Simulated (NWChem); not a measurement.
## AlCl in NWChem

```xyz
2

Al     0.0000     0.0000    -1.2166
Cl     0.0000     0.0000     0.9303
```
Charge 0, spin multiplicity 1.

Program: NWChem. Structure: optimised with PBE0/def2-SVP, a minimum by its harmonic frequencies.

Symmetry labels belong to the abelian group C2v used in the runs, with the axes of the coordinates shown; states degenerate in a higher group split over its labels.

The structure started from a generated list of species.

List the lowest 4 singlet excitations that CIS/def2-SVPD gives, with oscillator strengths.


```tsv
state	symmetry	energy (eV)	wavelength (nm)	f
1	b2	5.04	246	0.352
2	b1	5.04	246	0.352
3	a1	6.81	182	0.594
4	a1	7.01	177	0.127
```
